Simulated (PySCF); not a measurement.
Compound: C6H9BN2.
Structure used (PBE0-D3(BJ)/def2-SVP), in Å, numbered top down from 1:
```
atom  x, y, z in Å
C1    -3.193    0.567   -1.369
C2    -2.186   -0.196   -0.667
N3    -1.376   -0.794   -0.112
B4    -0.184   -1.545    0.610
N5     1.070   -0.777    0.265
C6     1.545    0.323    0.930
C7     2.614    0.850    0.235
C8     2.798    0.031   -0.915
C9     1.832   -0.952   -0.861
H10   -4.004    0.844   -0.680
H11   -2.737    1.482   -1.775
H12   -3.606   -0.027   -2.197
H13   -0.210   -2.673    0.143
H14   -0.471   -1.502    1.795
H15    1.088    0.638    1.866
H16    3.209    1.713    0.529
H17    3.564    0.139   -1.681
H18    1.632   -1.782   -1.536
```

Level: PBE0/def2-SVPD in PySCF, non-relativistic, on one gas-phase PBE0-D3(BJ)/def2-SVP geometry that isn't relaxed in the solvent. The solvent is an IEF-PCM continuum (Bondi radii, 1.10 Å for H, scaled by 1.2), and excitations are vertical TDDFT with non-equilibrium linear response and a frozen core. Only the electrostatic response of the medium enters.

Gas-phase singlets (H = HOMO, L = LUMO):

```json
{"state": "S1", "E (eV)": "3.587", "λ (nm)": "346", "f": "0.000", "leading configurations": "H→L 100%"}
{"state": "S2", "E (eV)": "3.717", "λ (nm)": "334", "f": "0.005", "leading configurations": "H→L+1 100%"}
{"state": "S3", "E (eV)": "4.389", "λ (nm)": "282", "f": "0.041", "leading configurations": "H-1→L 99%"}
{"state": "S4", "E (eV)": "4.410", "λ (nm)": "281", "f": "0.002", "leading configurations": "H→L+2 99%"}
{"state": "S5", "E (eV)": "4.473", "λ (nm)": "277", "f": "0.000", "leading configurations": "H-1→L+1 100%"}
```

Problem. What are the lowest 5 singlets in acetonitrile (ε = 35.69)?

Solution. 
```tsv
state	E (eV)	λ (nm)	f	leading configurations	change by rank (eV)
S1	4.781	259	0.003	H→L 100%	+1.194
S2	4.933	251	0.008	H→L+1 100%	+1.216
S3	5.519	225	0.055	H-1→L 98%	+1.130
S4	5.662	219	0.005	H→L+2 90%	+1.252
S5	5.664	219	0.000	H-1→L+1 99%	+1.191
```

Problem. How do the frontier levels move from gas to acetonitrile?

Solution. 
| orbital | gas (eV) | solvent (eV) | change (eV) |
| --- | --- | --- | --- |
| LUMO+2 | -0.29 | 0.53 | +0.82 |
| LUMO+1 | -0.82 | -0.22 | +0.60 |
| LUMO | -0.92 | -0.35 | +0.57 |
| HOMO | -5.39 | -6.02 | -0.63 |
| HOMO-1 | -6.19 | -6.81 | -0.62 |
| HOMO-2 | -8.15 | -8.42 | -0.27 |
| HOMO-3 | -9.33 | -9.63 | -0.30 |

The HOMO–LUMO gap goes from 4.47 to 5.67 eV. Rows go by rank; for LUMO+2 the atom shares or the degeneracy differ between the runs, so the row needn't follow one orbital.
